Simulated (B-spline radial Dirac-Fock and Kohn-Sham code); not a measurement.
# Diagram lines of Nd⁵⁺

System: Nd⁵⁺ in the configuration [Kr] 4d10 4f2 5s2 5p5.

These are calculated numbers from a radial finite-basis atomic code; the model is multi-electron Dirac-Fock with separately optimised hole states, Breit and Lamb-shift corrections added in first order. A line energy is the difference of two single-hole energies; the list is a selection of electric-dipole transitions between resolved j subshells. The model has no electron correlation.

```csv
line,energy (eV),wavelength (Å)
K-N2,43308.9,0.28628
K-M3,42263.6,0.29336
K-M2,42159.1,0.29409
K-L3,37357.3,0.33189
K-L2,36843.6,0.33651
L1-N2,6875.2,1.8034
L2-N4,6602.0,1.8780
L2-N1,6397.3,1.9381
L3-O1,6181.1,2.0058
L3-N5,6092.4,2.0351
L3-N4,6088.3,2.0364
L3-N1,5883.6,2.1073
```
